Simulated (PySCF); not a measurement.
Gas-phase reaction: 2 MoO₂(OH)₂ + 2 HO₂ = Mo₂O₆ + 6 OH

Computed with PySCF and rigid-rotor harmonic-oscillator thermochemistry at 1 bar. † marks an energy on the PBE0/def2-TZVP geometry and frequencies; other levels use their own. MP2 freezes the core. Open shells (unrestricted): HO₂ (multiplicity 2), OH (multiplicity 2); the rest are closed-shell singlets. Spin-orbit splitting is ignored; it lowers the true energy and changes the entropy of OH. Mo: scalar-relativistic def2 core potential, no spin-orbit coupling. MP2 isn't extrapolated to the basis-set limit.

MP2/def2-SVP† gives ΔH°(298 K) = 739 kJ.

Question: What do MP2/def2-TZVPP†, PBE0/def2-TZVP, PBE0/def2-SVP† give?

Answer: MP2/def2-TZVPP†: 765 kJ; PBE0/def2-TZVP: 813 kJ; PBE0/def2-SVP†: 877 kJ. For scale, ΔH°(298 K) is 739 kJ at this level, 822 kJ at ωB97M-V/def2-TZVP†, and runs from 292 to 1501 kJ over the 17 levels computed.
